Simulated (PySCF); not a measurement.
## Tc⁺ (technetium, charge +1): UHF calculation

Configuration: [Kr] 4d5 5s1, high-spin 7S determinant. Computed with PySCF 2.14 in cc-pVTZ-PP with ECP28MDF (5s5p4d2f1g, 63 functions), with a scalar-relativistic core potential.

| Quantity | Value |
| --- | --- |
| Total energy | -79.645621 hartree |
| One-electron energy | -133.6760 hartree |
| Hartree (Coulomb) energy | 62.2272 hartree |
| Exchange energy | -8.1968 hartree |
| ⟨S²⟩ | 12.0013 |
| ⟨L²⟩ | 0.000 |
| Sum of ⟨r⟩ | 20.66 bohr |
| Sum of ⟨r²⟩ | 38.94 bohr² |
| Time after the integrals | 0.39 s of wall time on 1 thread of Intel(R) Xeon(R) Platinum 8259CL CPU @ 2.50GHz (shared host) |

```tsv
shell	electrons	mean orbital energy (hartree)	rms radius, mean of both spins (bohr)
4s α	1	-3.71555	1.14
4s β	1	-3.41596	1.14
4p α	3	-2.52420	1.27
4p β	3	-2.14575	1.27
4d α	5	-0.78868	1.78
5s α	1	-0.53049	3.29
```

Energies and moments cover only the electrons outside the core potential.
